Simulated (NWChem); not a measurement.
All runs are NWChem calculations. System: H5InO, charge 0, spin multiplicity 1, at a geometry optimised with PBE0/def2-SVP with def2 effective core potentials on In. The structure started from a generated list of species. Level: B3LYP/def2-SVPD with def2 effective core potentials on In, VWN1-RPA local correlation.

Output (cleaned and shortened):

```
             Northwest Computational Chemistry Package (NWChem) 7.3.0
             --------------------------------------------------------

                                NWChem Input Module
                                -------------------

 Scaling coordinates for geometry "geometry" by  1.889725989
 (inverse scale =  0.529177249)

                             Geometry "geometry" -> ""
                             -------------------------

 Output coordinates in angstroms (scale by  1.889725989 to convert to a.u.)

  No.       Tag          Charge          X              Y              Z
 ---- ---------------- ---------- -------------- -------------- --------------
    1 In                  49.0000    -0.35216500     0.17122400    -0.04973600
    2 H                    1.0000    -0.29194400     0.81723300     1.56998600
    3 H                    1.0000     0.27933100     1.15013900    -1.34854800
    4 H                    1.0000    -1.36880500    -1.18631400    -0.40400800
    5 O                    8.0000     1.76252900    -0.96982300     0.23658400
    6 H                    1.0000     2.12205700    -0.78575700     1.11327600
    7 H                    1.0000     2.41521200    -0.62670800    -0.38632100

 Effective nuclear repulsion energy (a.u.)     162.9892791697

            Nuclear Dipole moment (a.u.)
            ----------------------------
        X                 Y               Z
 ---------------- ---------------- ----------------
    -0.0000037795    -0.0000283459    -0.0000132281


 Summary of "ao basis" -> "" (spherical)
 ------------------------------------------------------------------------------
       Tag                 Description            Shells   Functions and Types
 ---------------- ------------------------------  ------  ---------------------
 *                         def2-svpd                  on all atoms

                                 NWChem DFT Module
                                 -----------------

 Summary of "ao basis" -> "ao basis" (spherical)
 ------------------------------------------------------------------------------
       Tag                 Description            Shells   Functions and Types
 ---------------- ------------------------------  ------  ---------------------
 In                        def2-svpd                12       32   5s4p3d
 H                         def2-svpd                 4        8   2s2p
 O                         def2-svpd                 9       23   4s3p2d
[...]
    33      0.140725  2 H  s                 41      0.140629  3 H  s

 Vector   16  Occ=2.000000D+00  E=-2.722822D-01
              MO Center= -9.7D-02,  7.5D-01,  9.1D-02, r^2= 3.2D+00
   Bfn.  Coefficient  Atom+Function         Bfn.  Coefficient  Atom+Function
  ----- ------------  ---------------      ----- ------------  ---------------
    14      0.371494  1 In pz                33      0.320413  2 H  s
    41     -0.313092  3 H  s                 34      0.161968  2 H  s
    42     -0.157999  3 H  s                 17      0.138870  1 In pz
    19     -0.135959  1 In d -1              11     -0.113635  1 In pz
     8     -0.106088  1 In pz                12     -0.068685  1 In px

 Vector   17  Occ=2.000000D+00  E=-2.709522D-01
              MO Center= -7.1D-01, -2.6D-01, -1.9D-01, r^2= 3.3D+00
   Bfn.  Coefficient  Atom+Function         Bfn.  Coefficient  Atom+Function
  ----- ------------  ---------------      ----- ------------  ---------------
    49      0.363934  4 H  s                 13     -0.323399  1 In py
    12     -0.192796  1 In px                41     -0.193403  3 H  s
    33     -0.181018  2 H  s                 50      0.171073  4 H  s
    16     -0.127578  1 In py                20      0.122447  1 In d  0
    42     -0.099922  3 H  s                 10      0.098592  1 In py

 Vector   18  Occ=0.000000D+00  E=-4.911912D-02
              MO Center=  1.3D+00, -3.1D-01,  2.3D-01, r^2= 7.1D+00
   Bfn.  Coefficient  Atom+Function         Bfn.  Coefficient  Atom+Function
  ----- ------------  ---------------      ----- ------------  ---------------
    15      0.756780  1 In px                67      0.527677  5 O  px
    16     -0.447434  1 In py                 5      0.411446  1 In s
     4      0.354235  1 In s                 60     -0.311715  5 O  s
    12      0.284974  1 In px                58     -0.232948  5 O  s
    13     -0.193569  1 In py                59     -0.188961  5 O  s

 Vector   19  Occ=0.000000D+00  E= 7.965557D-04
              MO Center= -4.7D-01,  5.3D-01, -3.3D-02, r^2= 1.1D+01
   Bfn.  Coefficient  Atom+Function         Bfn.  Coefficient  Atom+Function
  ----- ------------  ---------------      ----- ------------  ---------------
     5      1.450524  1 In s                  4     -1.070102  1 In s
    67      0.259088  5 O  px                12     -0.207086  1 In px
     3     -0.196507  1 In s                 61     -0.183092  5 O  px
    28     -0.159919  1 In d -2              50      0.159336  4 H  s
    13      0.154497  1 In py                64     -0.152184  5 O  px

 Vector   20  Occ=0.000000D+00  E= 1.228180D-02
              MO Center= -9.7D-02,  1.2D-01, -6.3D-03, r^2= 9.7D+00
   Bfn.  Coefficient  Atom+Function         Bfn.  Coefficient  Atom+Function
  ----- ------------  ---------------      ----- ------------  ---------------
     4      1.954032  1 In s                  5     -0.949991  1 In s
    67      0.556371  5 O  px                50     -0.390066  4 H  s
    34     -0.373192  2 H  s                 42     -0.373300  3 H  s
     3      0.365525  1 In s                 28     -0.357372  1 In d -2
    15      0.269955  1 In px                 1     -0.268567  1 In s

 center of mass
 --------------
 x =  -0.12640742 y =   0.04901289 z =  -0.01921288

 moments of inertia (a.u.)
 ------------------
         106.455186057311         126.842787721989         -34.804014307499
         126.842787721989         295.851860855165          17.988401566173
         -34.804014307499          17.988401566173         351.980760849815

     Multipole analysis of the density
     ---------------------------------

     L   x y z        total         alpha         beta         nuclear
     -   - - -        -----         -----         ----         -------
     0   0 0 0      0.000000    -17.000000    -17.000000     34.000000

     1   1 0 0      1.352211     -8.640827     -8.640827     18.633866
     1   0 1 0     -0.155162      4.452364      4.452364     -9.059889
     1   0 0 1      0.244609     -1.193513     -1.193513      2.631634

     2   2 0 0    -17.726889    -79.980745    -79.980745    142.234602
     2   1 1 0     -2.534437     28.043271     28.043271    -58.620979
     2   1 0 1      1.334024     -7.994724     -7.994724     17.323472
     2   0 2 0    -27.476743    -36.143821    -36.143821     44.810898
     2   0 1 1     -0.633351      4.032416      4.032416     -8.698183
     2   0 0 2    -25.884790    -24.253760    -24.253760     22.622730

 Task  times  cpu:        7.5s     wall:        7.5s

 Total times  cpu:        7.6s     wall:        7.6s
```

Q: Write an NWChem input that would produce this output.

A: Several could match; the one computed here: 
```
start mol
memory heap 200 mb stack 900 mb global 1100 mb
geometry units angstroms nocenter noautoz noautosym
  In    -0.352165     0.171224    -0.049736
  H     -0.291944     0.817233     1.569986
  H      0.279331     1.150139    -1.348548
  H     -1.368805    -1.186314    -0.404008
  O      1.762529    -0.969823     0.236584
  H      2.122057    -0.785757     1.113276
  H      2.415212    -0.626708    -0.386321
end
basis spherical
  * library def2-svpd
end
ecp
  In library def2-ecp
end
dft
  xc b3lyp
  semidirect memsize 60000000 filesize 0
  iterations 100
end
task dft energy
```
